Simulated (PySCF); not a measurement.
Which is lower?

The two ends of one reaction step of GeH₄O, closed shell (PBE0-D4/def2-TZVP).

A:

```
6
angstrom
Ge -0.4309 0.3065 1.2302
H 0.2724 -0.3295 -1.2590
O 0.2243 -0.9276 -0.5060
H 0.4820 1.4661 0.5981
H -1.6555 0.7150 0.2942
H 1.1163 -1.2557 -0.3533
```

B:

```xyz
6
angstrom
Ge -0.3008 0.0703 1.0363
H -0.1307 1.3399 -1.2565
O 0.3634 -1.4347 0.3225
H 0.4350 1.6741 -0.8890
H -1.6378 -0.0144 0.1624
H 1.2273 -1.6431 0.6881
```

PySCF 2.14 with density fitting (its default auxiliary sets; JK sets also for MP2 and CCSD(T)); basis: def2-TZVPP; cores frozen in the correlated methods. Filled d shells of the heavier atoms are correlated. The def2 sets are not built for correlating such inner shells, so the correlated values are less sure here. B3LYP uses VWN-RPA correlation.

Q: Which structure is lower at CCSD(T), and by how much? (Judge from chemistry; the value comes from the calculation.)

A: Computed: B, by 0.097 eV (electronic energy, against the other). By their contacts, A is GeH₄O ([OH2][GeH2]) and B is a complex of GeH₂O ([OH][GeH]) + H₂.

Q: Do the other methods give the same order? (A judgement: the text doesn't fix the answer.)

A: By the calculation: Not all: SPW92 gives the other order.

```json
{"method": "SPW92", "E(B) − E(A) (eV)": "0.047"}
{"method": "PBE-D4", "E(B) − E(A) (eV)": "-0.139"}
{"method": "r2SCAN-D4", "E(B) − E(A) (eV)": "-0.101"}
{"method": "PBE0-D4", "E(B) − E(A) (eV)": "-0.029"}
{"method": "B3LYP-D4", "E(B) − E(A) (eV)": "-0.158"}
{"method": "BHLYP-D4", "E(B) − E(A) (eV)": "-0.055"}
{"method": "wB97M-V", "E(B) − E(A) (eV)": "-0.080"}
{"method": "HF", "E(B) − E(A) (eV)": "-0.011"}
{"method": "MP2", "E(B) − E(A) (eV)": "-0.150"}
{"method": "CCSD", "E(B) − E(A) (eV)": "-0.061"}
{"method": "CCSD(T)", "E(B) − E(A) (eV)": "-0.097"}
```

No T1 diagnostic of these runs exceeds 0.015.

Labels in which every atom is bracketed show which atoms are joined, not bond orders.

For scale, one of the runs: CCSD(T)/def2-TZVPP, 135 basis functions, launched by `OMP_NUM_THREADS=4 python run.py`. Hardware: 4 CPU threads of a Oxide Virtual Turin-like, shared host. Wall time 60 s; peak host memory 0.87 GiB.
